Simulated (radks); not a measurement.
Question: Coulomb parameter of the 4d shell of the silver ion Ag3+ in the model configuration [Kr] 4d6.5 5s1.5, as a second difference U = [E(n + 0.5) + E(n - 0.5) - 2 E(n)] / (0.5)^2 with all orbitals relaxed. "Bare": the charge of the atom changes with n. "Screened": the 5s shell takes up the change at fixed total charge, which measures U(4d,4d) + U(5s,5s) - 2 U(4d,5s). Method: scalar-relativistic Kohn-Sham, r2SCAN, spin-unpolarised, spherical densities, finite nucleus; meta-GGA in the generalised Kohn-Sham scheme; Fermi nuclear charge, rms radius 4.5454 fm; computed with a radial shooting solver on a logarithmic mesh with Libxc functionals. Estimate both.

Answer: U(bare) = 15.999 eV, U(screened by 5s) = 2.206 eV, against the Slater integral F0(4d,4d) = 20.512 eV with frozen orbitals.
